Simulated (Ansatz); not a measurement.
Consider the substitution at a C–Ge bond: `C=C=C[CH2][GeH3]` + HCl → `C=C=CCCl` + GeH₄.

Isolated molecules relaxed with PBE0-D4/def2-TZVP in Ansatz; ΔE leaves out vibrations. CCSD(T)/CBS is the MP2 limit (def2-TZVPP, def2-QZVPP) plus CCSD(T) − MP2 in def2-TZVPP, frozen cores. This one scheme is used for every species. DFT in def2-TZVPP. B3LYP here is the variant with VWN-RPA as its local correlation; programs differ in this. For Ge outer-core shells are correlated without core-valence functions, which leaves a few kJ/mol of doubt a bond. Scalar relativity is left out up to krypton. One conformer a species, not always the lowest.

```csv
level,ΔE (kcal/mol),difference from CCSD(T)/CBS
PBE-D4,9.8,-2.0
r2SCAN-D4,10.1,-1.7
PBE0-D4,10.4,-1.4
ωB97X-V,9.8,-2.0
ωB97M-V,10.3,-1.5
PBE,9.1,-2.7
B3LYP,8.7,-3.1
HF/def2-TZVPP,8.3,-3.5
SCS-MP2/def2-TZVPP,11.6,-0.2
CCSD/def2-TZVPP,11.9,0.1
CCSD(T)/def2-TZVPP,11.9,0.1
HF/def2-QZVPP,8.1,-3.7
MP2/def2-QZVPP,12.7,0.9
SCS-MP2/def2-QZVPP,11.4,-0.4
HF/CBS(def2),8.0,-3.8
MP2/CBS(def2),12.7,0.9
CCSD(T)/CBS,11.8,0
```

Largest T1 diagnostic among the species: 0.012.

In def2-TZVPP, CCSD(T) changes the Hartree–Fock value by +3.6 kcal/mol (the triples alone add +0.0 kcal/mol) and MP2 by +4.5 kcal/mol. The D4 term adds +1.0 kcal/mol with B3LYP and +0.6 kcal/mol with PBE0; it sums over pairs of atoms, weighted by their polarisabilities, and B3LYP, whose exchange is more repulsive, gets the larger term.
